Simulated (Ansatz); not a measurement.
Input for Ansatz (a program for electronic structure): U-B3LYP/cc-pVTZ on GaF, a point of a bond scan (R = 4.861 Å).

Ansatz 0.2 input:
```yaml
crystal:
  periodic: [false, false, false]
  atoms:
    - {symbol: Ga, position_ang: [-0.00000000, -0.00000000, -0.40509541]}
    - {symbol: F, position_ang: [0.00000000, 0.00000000, 4.45604950]}
basis:
  gaussian:
    orbitals: cc-pVTZ
hamiltonian:
  xc: {name: B3LYP}
magnetization: {spin_polarized: true, initial_magnetization: 0}
```

Program output:

```
WARN ansatz: RAYON_NUM_THREADS=2 ignored (pool sized by the plan → 2); use --threads N
Functional definition: B3LYP
integrals: 0.01 GiB planned
538 factors; their error is unknown
mean field: 0.24 GiB planned
mean field evaluation 1: about -55088.5913 eV, gradient 4.0e1 eV
mean field evaluation 2: about -54726.7361 eV, gradient 1.2e2 eV
mean field evaluation 4: about -55087.7412 eV, gradient 4.2e1 eV
mean field evaluation 8: about -55094.2987 eV, gradient 1.1e-1 eV
mean field evaluation 16: about -55094.6333 eV, gradient 2.0e0 eV
mean field evaluation 32: about -55094.8658 eV, gradient 1.4e-5 eV
mean field evaluation 64: about -55084.6506 eV, gradient 3.4e1 eV
mean field evaluation 96: about -55094.6146 eV, gradient 3.9e-1 eV
mean field evaluation 128: about -55094.8621 eV, gradient 3.2e-1 eV
mean field evaluation 160: about -55094.5185 eV, gradient 4.0e0 eV
mean field -55094.86575217 eV, -2024.6989717509 hartree, gradient 2.0e-6 eV, S^2 0.539072; 15 other end points of the search recorded, 0 dependent functions left out
reference -55094.86594567 eV, -2024.6989788618 hartree; 20, 20 occupied and 53, 53 virtual orbitals, 538 factors
Total energy: -55094.86594567 eV, -2024.6989788618 hartree
```

Self-consistency was reached. Its determinant has ⟨S²⟩ = 0.54, a mixture of spin states.

Cost: very roughly 13 core-seconds.
